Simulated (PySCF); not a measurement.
# Computed data sheet: `C/C=C(\C)COC`

Compound: C₆H₁₂O.
SMILES with atom numbers: `[CH3:1]/[CH:2]=[C:3](\[CH3:4])[CH2:5][O:6][CH3:7]` (hydrogens: H8, H9, H10 on C1; H11 on C2; H12, H13, H14 on C4; H15, H16 on C5; H17, H18, H19 on C7)

Among its groups: C=C double bond and ether.

**GFN2-xTB geometry**

| Property | Result |
| --- | --- |
| Point group of the GFN2-xTB geometry | C1 |
| Rotational constants A, B, C of the GFN2-xTB geometry | 4.351, 1.545, 1.377 GHz |

From PBE0/pcSseg-1 ground state and GIAO shieldings, non-relativistic (PySCF):

| Item | Value |
| --- | --- |
| Dipole moment | 1.47 D |
| HOMO energy | -6.98 eV |
| LUMO energy | 0.56 eV |
| HOMO–LUMO gap | 7.54 eV |
| Lowest Hirshfeld atomic charge | -0.14 e on O6 |
| Highest Hirshfeld atomic charge | +0.05 e on H8/H10/H18 |
| 13C chemical shifts (computed TMS as zero) by class | 140.3 (C3), 133.0 (C2), 82.2 (C5), 57.2 (C7), 16.8 (C1), 14.1 (C4) ppm |
| 1H chemical shifts (computed TMS as zero) by class | 5.73 (H11), 3.91 (H15/H16), 3.24 (H17/H18/H19), 1.83 (H8/H9/H10), 1.83 (H12/H13/H14) ppm |
| Isotropic shieldings of nuclei other than C and H, by class | 311 (O6) ppm |
| Mayer bond orders between heavy atoms | C1–C2 1.08, C2–C3 1.85, C3–C4 1.05, C3–C5 1.04, C5–O6 0.93, O6–C7 0.94 |

Monoisotopic mass from the formula: 100.0888 u.

With B = h/(8π²I), that is 505.379 GHz u Å² over I, the principal moments of inertia are 116.1, 327.1 and 367.0 u Å² (most abundant isotopes). The rotational constants make it an asymmetric top with κ = (2B − A − C)/(A − C) = -0.89, nearer the prolate limit (−1). In atomic units the dipole is 0.58 e·bohr (1 au = 2.5417 D).

One conformer (not necessarily the lowest) at the GFN2-xTB geometry, without solvent or vibrations. NMR classes are plain means over equivalent atoms (diastereotopic ones count apart unless rotation or inversion swaps them), as if these changed places fast; in this geometry the members of some classes differ.

For the NMR shielding job (PBE0/pcSseg-1), on one thread of an x86-64 server, shared host, this took 27 s wall.

Shape of the structure used: `[CH3:1]/[CH:2]=[C:3](\[CH3:4])[CH2:5][O:6][CH3:7]`: C2–C3–C5–O6 118°, C3–C5–O6–C7 -68°.
